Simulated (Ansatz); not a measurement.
A nudged elastic band was laid between two geometries of C$_{2}$H$_{7}$FOSSi (13 atoms, charge 0, multiplicity 1).

Method: RKS BHLYP/6-31G* in Ansatz.

```yaml
movable_images: 7
climbing_image: yes
spring: 5.0 eV/Å²
optimiser: quadratic models (default)
start_path: through a guess of the saddle point
force_threshold: 0.05 eV/Å
iteration_limit: 43
end_points: relaxed
```

Image 0:

```xyz
13
Properties=species:S:1:pos:R:3
C -0.352 -2.385 0.026
C 0.268 -1.014 0.000
F 0.768 -0.774 -1.264
S -0.957 0.268 0.424
Si 0.244 1.984 -0.061
O -0.295 3.284 0.790
H 0.398 -3.120 -0.256
H -1.176 -2.437 -0.678
H -0.719 -2.622 1.019
H 1.106 -0.938 0.683
H 0.178 2.264 -1.505
H 1.622 1.706 0.368
H -1.066 3.748 0.468
```

Image 8:

```xyz
13
Properties=species:S:1:pos:R:3
C -0.154 -2.365 0.167
C 0.328 -1.017 -0.295
F 0.473 -1.025 -1.653
S -0.863 0.345 0.022
Si 0.927 2.432 -0.225
O 0.074 3.453 0.792
H 0.578 -3.116 -0.120
H -1.106 -2.605 -0.295
H -0.267 -2.389 1.247
H 1.279 -0.737 0.143
H 0.203 2.747 -1.533
H -0.792 0.309 1.355
H -0.660 3.932 0.410
```

Q: Which bonds break or form, and what moves?

A: Bonds broken: Si5–H12. Bonds formed: S4–H12. C2H7FOSSi becomes C2H5FS + H2OSi.

Q: Give the energies along the band, and the barrier.

A: The forces met the threshold. The highest image is number 4 of 0 to 8, 308.3 kJ/mol above the first end and 80.5 kJ/mol above the last; the last end lies 227.8 kJ/mol above the first. The profile has 2 maxima (images 1, 4) with wells between them (image 2): this band takes more than one step, which may be the mechanism or a detour left from its start path. Neighbouring images differ by up to 3.1 eV, so the band resolves the path poorly. A vibrational analysis at the climbing image gives one clearly imaginary mode, 1098i cm⁻¹: a first-order saddle point. The orbitals stay closed-shell, which can raise the energy where a bond breaks towards radicals; this wasn't checked here.

```
image  path coordinate (Å)  energy (kJ/mol)  Si5–H12 (Å)  S4–H12 (Å)
    0                 0.00              0.0         1.47        2.95
    1                 1.35              3.2         1.47        3.01
    2                 2.71              0.7         1.47        3.03
    3                 4.05              6.1         1.47        2.93
    4                 5.40            308.3         1.60        1.67
    5                 6.23            250.2         2.59        1.34
    6                 7.06            230.6         3.23        1.33
    7                 7.90            228.5         3.22        1.34
    8                 8.73            227.8         3.16        1.34
```

Q: What is the geometry of the highest image?

A: 
```xyz
13
Properties=species:S:1:pos:R:3
C -0.256 -2.365 0.050
C 0.204 -0.946 -0.175
F 0.125 -0.673 -1.520
S -0.798 0.240 0.765
Si 0.701 2.315 0.228
O -0.341 3.572 0.431
H 0.348 -3.034 -0.557
H -1.296 -2.474 -0.244
H -0.156 -2.644 1.093
H 1.246 -0.823 0.112
H 0.725 1.952 -1.210
H 0.521 1.127 1.287
H -1.003 3.720 -0.245
```

The band took 22 iterations and of the order of 30 core-minutes.

Time of the run: 18 min on 2 threads of Arm Neoverse N1, on a shared host, peak memory 0.27 GiB.
